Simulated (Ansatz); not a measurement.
**Correcting a cheap level on B-containing radicals**

The atomisation energy (no zero-point term) in kJ/mol of 7 B-containing radicals: x at wB97M-V/def2-TZVPP, y at CCSD(T)/CBS estimate. Shapes, held fixed at every level: PBE0-D4/def2-TZVP. Flexible molecules stand in one conformer, not always the lowest. Programs: Ansatz 0.2.0.

| molecule | x (kJ/mol) | y (kJ/mol) |
| --- | --- | --- |
| BCl2 (SMILES Cl[B]Cl) | 865 | 846 |
| BH2O (SMILES B[O]) | 1382 | 1356 |
| B(SH)2 | 1500 | 1472 |
| B(CH3)Cl | 2095 | 2074 |
| B2NH4 (SMILES B[N]B) | 2483 | 2431 |
| BH(CH3)O | 2664 | ? |
| CH4BO2 (SMILES CO[B]O) | 3170 | 3157 |

Question: Fit y = c + s·x to the known rows and predict y for BH(CH3)O.

Answer: 
1. Means of the 6 rows: x = 1915.83, y = 1889.3.
2. Σ(Δx)² = 3488859, Σ(Δx·Δy) = 3484788, so the slope is 3484788/3488859 = 0.99883.
3. Intercept: 1889.3 − (0.99883) × 1915.83 = -24.3. The largest residual of the fit is 25.
4. BH(CH3)O: -24.3 + 0.99883 × 2664 = 2637 kJ/mol.

CCSD(T)/CBS estimate gives 2634 kJ/mol, so the prediction is off by +3 kJ/mol, within the largest residual. Uncorrected, wB97M-V/def2-TZVPP misses BH(CH3)O by +30 kJ/mol, and the other rows by 26 on average. The line removes about 90 % of this miss, partly by chance. Left out in turn, the other rows are missed by 16 kJ/mol on average. T1 is large for BH2O (0.040), so single-reference values are less sure there. Open shells run unrestricted. The CBS estimate extrapolates MP2 from def2-TZVPP and def2-QZVPP and adds CCSD(T) − MP2 in the triple-zeta set, cores frozen.
